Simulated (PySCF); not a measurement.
Compound: C₃H₈OSi.
Cartesian coordinates in Å at the PBE0-D3(BJ)/def2-SVP level; atoms count from 1:
```
atom  x, y, z in Å
C1     0.078   -1.001    0.380
C2     1.187   -0.015    0.003
O3     0.639    1.286   -0.080
Si4   -1.000    1.264   -0.461
C5    -1.181   -0.616   -0.414
H6     0.394   -2.041    0.198
H7    -0.127   -0.910    1.461
H8     1.998   -0.012    0.750
H9     1.637   -0.298   -0.969
H10   -1.785    2.006    0.570
H11   -1.269    1.877   -1.797
H12   -1.140   -1.016   -1.441
H13   -2.107   -0.989    0.047
```

Linear response at B3LYP/def2-SVPD (PySCF, frozen core in the response, non-relativistic).

Static isotropic polarisability: 64.07 au (9.49 Å³), principal values 58.2, 61.3, 72.7 au.

(1) What is the polarisability at 1064 nm and at the sodium D line?

(2) What is the isotropic C6 coefficient between two such molecules, C6 = (3/π)∫α(iω)² dω?

(3) Which effective excitation energy ω̄ makes London's formula C6 = (3/4)α²ω̄ exact here?

(4) What n − 1 at the D line would an ideal gas of it have at 273.15 K and 1 atm (2.6868 × 10¹⁹ cm⁻³), by n − 1 = 2π·N·α′?

(5) How many electrons N does the Slater–Kirkwood formula C6 = (3/4)·√N·α^(3/2) need to give this C6?

(6) What molar refraction at the D line follows from R = (4π/3)·N_A·α′, with α′ the polarisability volume?

(7) What three-body coefficient follows from the one-pole estimate C9 = (3/4)·α·C6?

(8) What does −C6/R⁶ come to at R = 12 Å between centres?

(9) The lowest 6 singlets have (eV, f): 6.67, 0.002; 6.96, 0.019; 7.48, 0.022; 7.67, 0.017; 7.83, 0.012; 7.93, 0.001. What share of the static polarisability do they carry in the sum over states α = Σ f/ω²?

Results:

(1) 64.58 au at 1064 nm (+0.8 %), 65.79 au at 589.3 nm (+2.7 %). The rise at 589.3 nm is 3.35 times that at 1064 nm; a pure ω² law gives 3.26. The lowest singlet lies at 186 nm, shorter than both wavelengths.

(2) 1673 au (Eh·bohr⁶) by a ten-point quadrature over imaginary frequencies, which is 1000 eV·Å⁶ or 96.5 J·nm⁶/mol.

(3) ω̄ = 4·C6/(3α²) = 0.544 Eh = 14.8 eV. A one-pole form α(ω) = α/(1 − ω²/ω̄²) fitted to the 1064 nm value gives 13.0 eV.

(4) 16.46 × 10⁻⁴, a formal value whether or not that pressure can be reached.

(5) N = (4·C6/3)²/α³ = 18.9; the species has 48 electrons in all.

(6) α′ = 9.75 Å³ gives R = 24.59 cm³/mol, for isolated, non-vibrating species.

(7) 80400 au. This is an estimate from the two numbers above, not a computed integral.

(8) -32 J/mol. This is the leading, orientation-averaged term; C8 and higher terms are left out.

(9) 0.98 au, 1.5 % of α; the largest term, 0.29 au, is that of the state at 7.48 eV. Their oscillator strengths add up to 0.07. Higher states carry the rest.

One conformer stands for the species.
